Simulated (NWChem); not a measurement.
# SiH$_{2}$S, singlet; SMILES S[SiH]

Computed with NWChem. Low-valent species are run as closed-shell singlets; no triplet was tried in these runs. All runs use the structure optimised with PBE-D3(BJ)/def2-SVP. B3LYP is NWChem's, with the RPA form of VWN correlation. Vertical excitations in the gas phase; the lowest state need not have the same character in each row.

```tsv
level	lowest excitation, singlet (eV)	oscillator strength of that lowest state	lowest state with f > 0.02, singlet (eV)	oscillator strength of that bright state	lowest triplet (eV)	orbital gap (eV)
PBE/def2-SVPD, TDA	3.19	0.019	4.86	0.035	1.90	2.53
B3LYP/def2-SVPD, TDA	3.28	0.022	3.28	0.022	1.99	4.05
CAM-B3LYP/def2-SVPD, TDA	3.28	0.024	3.28	0.024	1.93	6.76
PBE0/def2-SVPD, TDA	3.25	0.023	3.25	0.023	[?]	[?]
```

**Question.** Some entries are withheld; supply them.

**Answer.** 
- PBE0/def2-SVPD, TDA, lowest triplet (eV): 1.85
- PBE0/def2-SVPD, TDA, orbital gap (eV): 4.38
